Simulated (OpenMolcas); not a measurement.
**Ionisation energies of caesium**

| Quantity | Value |
| --- | --- |
| Program | OpenMolcas 26.06 |
| Basis | ANO-R3 [8s7p4d2f1g1h] |
| Scalar Hamiltonian | X2C, finite nucleus |
| Spin-orbit coupling | RASSI with atomic mean-field integrals over the reference wave functions, term energies averaged over their components |

Active shells in each charge state: the valence s, p shells, with orbitals averaged over the low states. Where CASPT2's correlated closed shells are named, they are those of the first ion.

A. CASSCF
B. SS-CASPT2, IPEA 0.25 Eh, imaginary shift 0.1 Eh (closed shells correlated: 5s 5p)
C. SS-CASPT2, IPEA 0.25 Eh, imaginary shift 0.1 Eh (closed shells correlated: none)
D. SS-CASPT2, IPEA 0.25 Eh, imaginary shift 0.1 Eh (closed shells correlated: 4d 5s 5p)
E. SS-CASPT2, IPEA 0 Eh, imaginary shift 0.1 Eh (closed shells correlated: 5s 5p)

Energies in eV between the lowest computed levels, named as in B; reference values from the NIST Atomic Spectra Database with their kind.

```
        From           To      A      B      C      D      E  Spin-orbit share in B         Reference
Cs 6s 2S 1/2  Cs+ 5p6 1S0  3.473  3.763  3.473  3.782  3.793                 +0.000  3.894 (measured)
```

Error against the reference values, in %:

```
From  Reference      A     B      C     D     E
  Cs   measured  -10.8  -3.4  -10.8  -2.9  -2.6
```

Absolute error against the one measured value: A 0.42 eV, B 0.13 eV, C 0.42 eV, D 0.11 eV, E 0.10 eV.
